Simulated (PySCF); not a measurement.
Structure with atom numbers: `[CH2:1]=[C:2]([F:3])[C:4](=[O:5])[CH2:6][CH3:7]`. Hydrogens are named by the atom that carries them. Ha(C1) is cis to F3; Hb(C1) is trans to F3.

- NMR shieldings at PBE0/pcSseg-1/GIAO
- geometry: GFN2-xTB
- program: PySCF 2.14
- non-relativistic Hamiltonian, no solvent, rapidly exchanging positions averaged, one computed conformer

δ = σ(ref) − σ, references computed at the same level: 13C (186.93 ppm) vs TMS.

Question: Do the 13C shifts follow the atomic charges (in e)? Tabulate both.

Answer: 
```csv
atoms,hybridisation,δ (ppm),σ para (ppm),Hirshfeld,IAO,Mulliken,ESP-fitted
C4,sp2,201.1,-266,+0.16,+0.36,+0.19,+0.43
C2,sp2,171.2,-238,+0.07,+0.23,+0.14,+0.18
C1,sp2,106.9,-176,-0.09,-0.31,-0.12,-0.49
C6,sp3,36.7,-102,-0.08,-0.31,-0.31,+0.12
C7,sp3,8.8,-67,-0.12,-0.42,-0.23,-0.35
```

Correlation coefficients of δ with charge over these carbons: Hirshfeld +0.91, IAO +0.93, Mulliken +0.96, ESP-fitted +0.61; with the paramagnetic shielding -1.00. With so few points, grouped by hybridisation, these coefficients are fragile. Charge is one influence among several: hybridisation and low-lying excitations act through the paramagnetic term.

Shifts are as computed. Against solution values, carbons near 30 ppm lie about +3 ppm off and those near 130 ppm about +5 ppm. Of 1211 compounds with measured shifts, 218 miss one by over three times the rms of a fit or turn the order of signals round; such compounds aren't used in these exercises.
